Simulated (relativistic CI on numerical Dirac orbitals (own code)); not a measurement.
**Calculated levels, Pb LXXI**

These numbers are calculated, not measured: Dirac-Coulomb-Breit CI, orbitals from a KLI potential per configuration, model QED, unscaled Slater integrals (own radial code, finite nucleus).

Configurations in the expansion (outside the closed core [Ne]): 3s2, 3s.3p, 3p2, 3s.3d, 3d2, 3p.3d, 3p.4s, 3d.4s, 3s.4s, 3s.4p, 3s.4d, 3s.4f, 3s.5s, 3s.5p, 3s.5d, 4s2, 3s.5f, 3s.5g, 3s.6s, 3s.6p, 3s.6d. Levels of other configurations are missing.

```
No.  Configuration  Term  J   E (eV)    %  Lifetime (s)  jj configuration (%)
  1            3s2    1S  0     0.00   99                         closed (99)
  2          3s.3p   3P°  0   165.27  100                      3s 3p1/2 (100)
  3          3s.3p   3P°  1   183.89   71      4.04e-11        3s 3p1/2 (100)
  4            3p2    3P  0   393.90   68      6.09e-12          3p1/2^2 (99)
  5          3s.3p   3P°  2   769.36  100      9.90e-10        3s 3p3/2 (100)
  6          3s.3p   1P°  1   812.22   71      1.51e-13         3s 3p3/2 (99)
  7            3p2    1D  2   977.48   53      8.59e-13      3p1/2 3p3/2 (79)
  8            3p2    3P  1   981.27  100      2.06e-13     3p1/2 3p3/2 (100)
  9          3s.3d    3D  1  1012.97  100      2.54e-13        3s 3d3/2 (100)
 10          3s.3d    3D  2  1030.79   63      1.38e-13         3s 3d3/2 (79)
 11          3s.3d    3D  3  1146.66  100      2.44e-12        3s 3d5/2 (100)
 12          3s.3d    1D  2  1166.32   68      1.32e-12         3s 3d5/2 (96)
 13          3p.3d   3F°  2  1190.53   75      1.55e-11     3p1/2 3d3/2 (100)
 14          3p.3d   3D°  1  1231.74   52      1.93e-13     3p1/2 3d3/2 (100)
 15          3p.3d   3P°  2  1346.64   47      2.13e-12     3p1/2 3d5/2 (100)
 16          3p.3d   3F°  3  1350.63   50      2.90e-12     3p1/2 3d5/2 (100)
 17            3p2    3P  2  1593.14   65      1.05e-13         3p3/2^2 (100)
 18            3p2    1S  0  1615.60   68      1.07e-13          3p3/2^2 (99)
 19          3p.3d   3D°  2  1810.51   52      1.18e-13     3p3/2 3d3/2 (100)
 20          3p.3d   3F°  3  1822.00   50      1.27e-13      3p3/2 3d3/2 (99)
 21          3p.3d   3P°  0  1822.07  100      1.14e-13     3p3/2 3d3/2 (100)
 22          3p.3d   3P°  1  1822.55   58      1.16e-13     3p3/2 3d3/2 (100)
 23          3p.3d   3F°  4  1930.79  100      2.30e-13     3p3/2 3d5/2 (100)
 24          3p.3d   3P°  2  1944.17   45      1.96e-13     3p3/2 3d5/2 (100)
 25          3p.3d   3D°  3  1965.03   64      1.94e-13      3p3/2 3d5/2 (99)
 26          3p.3d   1P°  1  1980.04   64      1.79e-13     3p3/2 3d5/2 (100)
 27            3d2    3F  2  2041.99   72      1.34e-13         3d3/2^2 (100)
 28            3d2    3P  0  2073.26   68      1.23e-13          3d3/2^2 (99)
 29            3d2    3F  3  2170.68  100      2.47e-13     3d3/2 3d5/2 (100)
 30            3d2    3P  2  2184.42   50      2.29e-13     3d3/2 3d5/2 (100)
```

Energies count from the lowest computed level; ° marks odd parity; lifetimes are radiative, by E1, M1, E2, M2 decay to levels of this space only; some are left blank where a channel outside the calculation adds to the decay or the decay crosses a small, uncertain gap. Filled j subshells are mostly left out of the jj labels.

The mean weight of the leading LS term, summed over parents, in these 30 levels is 72 %, and that of the leading jj configuration (from the same eigenvectors) 98 %, so jj coupling describes them better and the LS labels are nominal.

At this charge energies of transitions that change n are usually good to better than 1 %, and those within a shell (Δn = 0) to a few per cent.

LS names give the leading component of a level, which can be under half, so a name can repeat, a term be missing and a line seem to break the LS rules.
